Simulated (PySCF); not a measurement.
(E)-1-bromo-1-chloroprop-1-ene (C3H4BrCl), SMILES C/C=C(\Cl)Br.

Coordinates come from a TPSSh-D3(BJ)/def2-SVP optimisation.

These are TDA-PBE/def2-SVPD (PySCF 2.14.0) values and carry that method's errors.

Vertical excitations. The molecule is in vacuum. State labels are in the subgroup Cs.

| state | symmetry | energy (eV) | λ (nm) | f | main pairs |
|---|---|---|---|---|---|
| S1 | A" | 4.69 | 264 | 0.000 | HOMO→LUMO 99 % |
| S2 | A" | 5.64 | 220 | 0.001 | HOMO→LUMO+2 97 % |
| S3 | A" | 5.74 | 216 | 0.000 | HOMO−1→LUMO+1 100 % |
| S4 | A' | 5.89 | 210 | 0.031 | HOMO−1→LUMO 76 % |
| S5 | A' | 5.98 | 207 | 0.223 | HOMO→LUMO+1 55 %, HOMO−1→LUMO 20 %, HOMO−2→LUMO+1 14 % |
| S6 | A" | 6.25 | 198 | 0.001 | HOMO−2→LUMO 83 %, HOMO→LUMO+3 14 % |
| S7 | A" | 6.38 | 194 | 0.012 | HOMO→LUMO+3 85 %, HOMO−2→LUMO 13 % |
| S8 | A' | 6.61 | 187 | 0.049 | HOMO−3→LUMO 40 %, HOMO−1→LUMO+2 25 %, HOMO−2→LUMO+1 22 %, HOMO→LUMO+1 7 % |
| S9 | A" | 6.66 | 186 | 0.000 | HOMO→LUMO+4 98 % |
| S10 | A' | 6.67 | 186 | 0.085 | HOMO−1→LUMO+2 47 %, HOMO−2→LUMO+1 34 %, HOMO→LUMO+1 10 % |
| T1 | A' | 3.88 | 319 | 0 | HOMO→LUMO+1 98 % |
| T2 | A" | 4.24 | 292 | 0 | HOMO→LUMO 100 % |
| T3 | A' | 5.22 | 237 | 0 | HOMO−1→LUMO 99 % |
| T4 | A" | 5.39 | 230 | 0 | HOMO→LUMO+2 97 % |
Triplets are in the Tamm–Dancoff approximation.
